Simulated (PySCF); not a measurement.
# H2Te: bending curve

These are results of PBE0 in PySCF with Te x2c-TZVPall, H x2c-TZVPall; spin-free X2C, no spin–orbit coupling; density-fitted integrals, not measurements.

Rigid scan from the singlet minimum (Te–H 1.657 Å (×2); H–Te–H 90.1°). Coordinate: the H–Te–H angle, bonds fixed. Energies in kJ/mol from the minimum.

Task: Predict the curve at 80, 90, 100, 110, 120, 130, 140, 150, 160, 170, 180.

Result: 
```json
{"bond angle (°)": "80", "E (kJ/mol)": "6.5", "dipole size (D)": "0.15"}
{"bond angle (°)": "90", "E (kJ/mol)": "0.0", "dipole size (D)": "0.23"}
{"bond angle (°)": "100", "E (kJ/mol)": "5.3", "dipole size (D)": "0.34"}
{"bond angle (°)": "110", "E (kJ/mol)": "21.8", "dipole size (D)": "0.45"}
{"bond angle (°)": "120", "E (kJ/mol)": "48.9", "dipole size (D)": "0.57"}
{"bond angle (°)": "130", "E (kJ/mol)": "85.9", "dipole size (D)": "0.68"}
{"bond angle (°)": "140", "E (kJ/mol)": "132.2", "dipole size (D)": "0.77"}
{"bond angle (°)": "150", "E (kJ/mol)": "186.6", "dipole size (D)": "0.84"}
{"bond angle (°)": "160", "E (kJ/mol)": "246.6", "dipole size (D)": "0.85"}
{"bond angle (°)": "170", "E (kJ/mol)": "305.7", "dipole size (D)": "0.70"}
{"bond angle (°)": "180", "E (kJ/mol)": "338.2", "dipole size (D)": "0.00"}
```

With the bonds held, the linear shape lies 338.2 kJ/mol from the minimum.

Other isomers or separated fragments may lie lower.
